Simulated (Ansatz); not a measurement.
Input for Ansatz (a program for electronic structure): U-r2SCAN/def2-TZVPP on NbF, 2S+1 = 5, a spin state set in the input, which need not be the lowest, a point of a bond scan (R = 1.879 Å). Elements past Kr take the def2 small-core potentials; no spin–orbit coupling.

Ansatz 0.2 input:
```yaml
crystal:
  periodic: [false, false, false]
  atoms:
    - {symbol: Nb, position_ang: [0.00000000, 0.00000000, 0.00000000]}
    - {symbol: F, position_ang: [0.00000000, 0.00000000, 1.87911400]}
basis:
  gaussian:
    orbitals: def2-TZVPP
    pivot_positions_ang: [[0.00000000, 0.00000000, 0.00000000], [0.00000000, 0.00000000, 1.87911400]]
hamiltonian:
  xc: {name: r2SCAN}
magnetization: {spin_polarized: true, initial_magnetization: 4}
output: {forces: true, orbitals: {seedname: ./end}}
```

Program output:

```
WARN ansatz: RAYON_NUM_THREADS=2 ignored (pool sized by the plan → 2); use --threads N
Functional definition: r2SCAN
integrals: 0.02 GiB planned
485 factors; their error is unknown
mean field: 0.27 GiB planned
mean field evaluation 1: about -4263.8633 eV, gradient 2.7e1 eV
mean field evaluation 2: about -4253.1616 eV, gradient 6.4e1 eV
mean field evaluation 4: about -4266.8449 eV, gradient 3.7e0 eV
mean field evaluation 8: about -4266.9136 eV, gradient 1.4e-1 eV
mean field evaluation 16: about -4266.9094 eV, gradient 1.8e-5 eV
mean field evaluation 32: about -4266.4463 eV, gradient 2.3e-2 eV
mean field evaluation 64: about -4266.8278 eV, gradient 4.4e0 eV
mean field evaluation 96: about -4264.6433 eV, gradient 1.0e1 eV
mean field -4266.90942106 eV, -156.8060290089 hartree, gradient 2.4e-5 eV, S^2 6.007844; 16 other end points of the search recorded, 0 dependent functions left out
the calculation of the forces begins
reference -4266.90944680 eV, -156.8060299547 hartree; 13, 9 occupied and 74, 78 virtual orbitals, 485 factors
Total energy: -4266.90944680 eV, -156.8060299547 hartree
Atom 0 at     0.000000     0.000000     0.000000 Å, force    -0.000000    -0.000000     0.077606 eV/Å
Atom 1 at     0.000000     0.000000     1.879114 Å, force     0.000000     0.000000    -0.077606 eV/Å
Dipole moment:    -0.000000     0.000000    -0.557937 e Å
```

The run converged.

Cost: about 40 core-seconds (a rough figure).
